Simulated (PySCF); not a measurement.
C5H8Si. Atoms are numbered in the order given.

```xyz
14

C      2.1968     1.4292     0.3405
C      1.5686     0.3807     0.4111
C      0.8218    -0.8481     0.5067
C      0.2778    -1.5312    -0.7358
C     -0.6888    -0.8730     0.2235
Si    -1.6295     0.6941    -0.2399
H      2.7508     2.3545     0.2737
H      1.1592    -1.5197     1.3157
H      0.3224    -2.6310    -0.7660
H      0.4729    -1.0379    -1.7013
H     -1.2485    -1.5629     0.8791
H     -0.9208     1.4143    -1.3519
H     -1.7730     1.6105     0.9444
H     -3.0070     0.3090    -0.7124
```

The structure is a stationary point at PBE-D3(BJ)/def2-SVP. The structure was generated by enumeration; whether it is a known compound was not checked.

Calculation: PBE-D3(BJ)/def2-SVP (PySCF).

Frequencies are harmonic and unscaled.

```
mode  ν (cm⁻¹)  IR (km/mol)  moving atoms (share of kinetic energy)
----  --------  -----------  --------------------------------------
1           81          0.1                 H 43 %, C 35 %, Si 21 %
2          130          0.1                 H 69 %, C 20 %, Si 11 %
3          178          0.9                          C 66 %, H 30 %
4          237          1.4                          C 66 %, H 31 %
5          263          2.2                 C 58 %, H 25 %, Si 17 %
6          489         10.4                          C 74 %, H 24 %
7          501          4.5                          C 67 %, H 31 %
8          556          8.5                 C 37 %, H 36 %, Si 26 %
9          608         32.7                          H 81 %, C 19 %
10         642         33.5                 H 71 %, C 17 %, Si 12 %
11         658         29.2                          H 79 %, C 21 %
12         693         24.6                 H 52 %, C 37 %, Si 10 %
13         766          1.6                          C 61 %, H 39 %
14         821         12.2                          H 82 %, C 18 %
15         881        183.8                  H 62 %, C 29 %, Si 9 %
16         886         42.5                          H 54 %, C 44 %
17         908         28.4                           H 89 %, C 9 %
18         915         38.1                                  H 92 %
19         968         11.8                          H 52 %, C 47 %
20         980         10.8                          H 55 %, C 44 %
21        1027          4.0                          H 75 %, C 25 %
22        1056          1.4                          H 87 %, C 13 %
23        1095          0.9                          H 63 %, C 36 %
24        1166          1.2                          H 73 %, C 27 %
25        1257          7.3                          H 53 %, C 46 %
26        1333          6.6                          C 52 %, H 48 %
27        1414          2.0                          H 68 %, C 32 %
28        2158        111.7                                  H 92 %
29        2162          1.3                          C 81 %, H 18 %
30        2169         86.7                                  H 93 %
31        2181         82.6                                  H 95 %
32        3061          8.8                                  H 95 %
33        3067          1.7                                  H 92 %
34        3077          3.6                           H 92 %, C 8 %
35        3159          2.2                          H 89 %, C 11 %
36        3410         80.2                          H 86 %, C 14 %
```
